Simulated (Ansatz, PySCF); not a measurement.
Positional isomers: benzothiophene silyl+ethynyl. Isolated molecules, 0 K electronic values unless said otherwise. Strings in code marks are SMILES.

Quantity: electronic energy of isomers of C10H8SSi relative to `C#Cc1c([SiH3])sc2ccccc12`, in eV. The restricted reference of `C#Cc1c([SiH3])sc2ccccc12`, `C#Cc1cc([SiH3])c2ccsc2c1`, `C#Cc1cc([SiH3])cc2ccsc12`, `C#Cc1cc([SiH3])cc2sccc12`, `C#Cc1cc2c([SiH3])cccc2s1`, `C#Cc1cc2ccc([SiH3])cc2s1`, `C#Cc1cc2cccc([SiH3])c2s1`, `C#Cc1cc2ccsc2cc1[SiH3]` and `C#Cc1ccc([SiH3])c2ccsc12` is unstable towards unrestricted orbitals.

Level 1: PBE-D3(BJ)/def2-TZVP // PBE-D3(BJ)/def2-SVP (PySCF)
Level 2: B3LYP/6-311+G** // PBE-D3(BJ)/def2-SVP (PySCF)
Level 3: B3LYP/LANL2DZ // PBE-D3(BJ)/def2-SVP (PySCF)
Level 4: HF/cc-pVDZ // PBE-D3(BJ)/def2-SVP (Ansatz, an electronic-structure program)

```
species                        level 1     level 2     level 3     level 4
--------------------------  ----------  ----------  ----------  ----------
`C#Cc1cc([SiH3])cc2ccsc12`       0.150       0.145  (withheld)       0.121
`C#Cc1cc([SiH3])c2ccsc2c1`       0.135  (withheld)       0.107  (withheld)
`C#Cc1cc2ccsc2cc1[SiH3]`         0.127       0.143       0.126       0.111
`C#Cc1ccc([SiH3])c2ccsc12`       0.119       0.142       0.125       0.137
`C#Cc1cc2ccc([SiH3])cc2s1`       0.135       0.110       0.086       0.138
`C#Cc1cc2cccc([SiH3])c2s1`  (withheld)       0.115       0.080       0.148
`C#Cc1cc([SiH3])cc2sccc12`       0.132  (withheld)  (withheld)       0.100
`C#Cc1cc2c([SiH3])cccc2s1`       0.112  (withheld)       0.083  (withheld)
```

**Question.** Some entries are withheld; supply them.

**Answer.** 
- `C#Cc1cc([SiH3])cc2ccsc12`, level 3: 0.137
- `C#Cc1cc([SiH3])c2ccsc2c1`, level 2: 0.136
- `C#Cc1cc([SiH3])c2ccsc2c1`, level 4: 0.113
- `C#Cc1cc2cccc([SiH3])c2s1`, level 1: 0.106
- `C#Cc1cc([SiH3])cc2sccc12`, level 2: 0.124
- `C#Cc1cc([SiH3])cc2sccc12`, level 3: 0.107
- `C#Cc1cc2c([SiH3])cccc2s1`, level 2: 0.114
- `C#Cc1cc2c([SiH3])cccc2s1`, level 4: 0.152
